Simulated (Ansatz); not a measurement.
Kohn–Sham single points on F$_{4}$H$_{2}$In$_{2}$, SMILES `[F][In@H-]1[F+][In@@H-]([F])[F+]1`.

```yaml
crystal:
  periodic: [false, false, false]
  atoms:
    - {symbol: F, position_ang: [2.414916, -1.180980, 0.606815]}
    - {symbol: In, position_ang: [1.503346, 0.512944, 0.526610]}
    - {symbol: F, position_ang: [0.336175, 0.305995, -1.228312]}
    - {symbol: In, position_ang: [-1.556872, -0.325753, -0.520135]}
    - {symbol: F, position_ang: [-1.441648, -2.237924, -0.712848]}
    - {symbol: F, position_ang: [-0.427008, 0.012305, 1.238798]}
    - {symbol: H, position_ang: [1.941591, 2.102406, 0.850682]}
    - {symbol: H, position_ang: [-2.770500, 0.811006, -0.761610]}
basis:
  gaussian: {orbitals: def2-TZVPP}
hamiltonian: {xc: {name: BHLYP}, dispersion: d4}
output: {orbitals: {seedname: orbitals}}
```

```sh
$ ansatz run in.yaml --threads 4 --pin off --events-out ev --progress --plain --max-ram 10444MiB
```

Shortened log:

```
Functional definition: BHLYP
1868 factors; their error is unknown
mean field evaluation 1: about -21240.7150 eV, gradient 7.3e1 eV
mean field evaluation 2: about -21232.8419 eV, gradient 1.1e2 eV
mean field evaluation 4: about -21248.8153 eV, gradient 4.2e0 eV
mean field evaluation 8: about -21248.8369 eV, gradient 8.8e-2 eV
mean field evaluation 16: about -21249.1042 eV, gradient 1.2e-4 eV
mean field -21249.10422191 eV, -780.8901769949 hartree, gradient 5.0e-6 eV, S^2 0.000000; 0 other end points of the search recorded, 0 dependent functions left out
reference -21249.10444081 eV, -780.8901850394 hartree; 40, 40 occupied and 212, 212 virtual orbitals, 1868 factors
Total energy: -21249.37494748 eV, -780.9001259762 hartree
```

Run time 5.5 s (4 threads of an Arm Neoverse V1 on a shared host); peak host memory 0.87 GiB.

With the line `hamiltonian: {xc: {name: B97M-V}}` (abridged; 11 s):

```
Functional definition: B97M-V
mean field evaluation 16: about -21253.8361 eV, gradient 6.8e-4 eV
mean field -21253.83610187 eV, -781.0640703761 hartree, gradient 7.7e-5 eV, S^2 0.000000
Total energy: -21253.83621768 eV, -781.0640746321 hartree
```

Changing it to `hamiltonian: {xc: {name: wB97X-V}}` (abridged; 12 s):

```
Functional definition: wB97X-V
mean field evaluation 16: about -21252.7367 eV, gradient 7.4e-5 eV
mean field -21252.73673162 eV, -781.0236692648 hartree, gradient 7.4e-5 eV, S^2 0.000000
Total energy: -21252.73672793 eV, -781.0236691292 hartree
```

The same input with `hamiltonian: {xc: {name: LC-wPBE}}` (abridged; 3.6 s):

```
Functional definition: LC-wPBE
mean field evaluation 16: about -21253.4454 eV, gradient 1.1e-4 eV
mean field -21253.44539560 eV, -781.0497121855 hartree, gradient 3.3e-5 eV, S^2 0.000000
Total energy: -21253.44539561 eV, -781.0497121859 hartree
```

Changing it to `hamiltonian: {xc: {name: r2SCAN0}, dispersion: d4}` (abridged; 8 s):

```
Functional definition: r2SCAN0
mean field evaluation 16: about -21253.5354 eV, gradient 5.9e-5 eV
mean field -21253.53544734 eV, -781.0530215260 hartree, gradient 5.9e-5 eV, S^2 0.000000
Total energy: -21253.58697297 eV, -781.0549150581 hartree
```

With the line `hamiltonian: {xc: {name: B3LYP}, dispersion: d4}` and forces (abridged; 8 s):

```
Functional definition: B3LYP
mean field evaluation 16: about -21261.0480 eV, gradient 1.1e-3 eV
mean field -21261.04803220 eV, -781.3291039272 hartree, gradient 2.8e-5 eV, S^2 0.000000
Total energy: -21261.33847921 eV, -781.3397776583 hartree
Atom 0 force     0.141428    -0.274564     0.011448 eV/Å
Atom 1 force     0.133187     0.302956     0.075241 eV/Å
Atom 2 force     0.065205     0.036907    -0.216317 eV/Å
Atom 3 force    -0.272682     0.191301    -0.063335 eV/Å
Atom 4 force     0.023666    -0.306583    -0.028310 eV/Å
Atom 5 force    -0.071517    -0.015500     0.217734 eV/Å
Atom 6 force     0.005657     0.036870     0.006656 eV/Å
Atom 7 force    -0.024945     0.028613    -0.003118 eV/Å
Dipole moment:    -0.287838     1.010180     0.032092 e Å
```

B3LYP takes the VWN-RPA correlation (the form of Gaussian; ORCA's B3LYP/G).
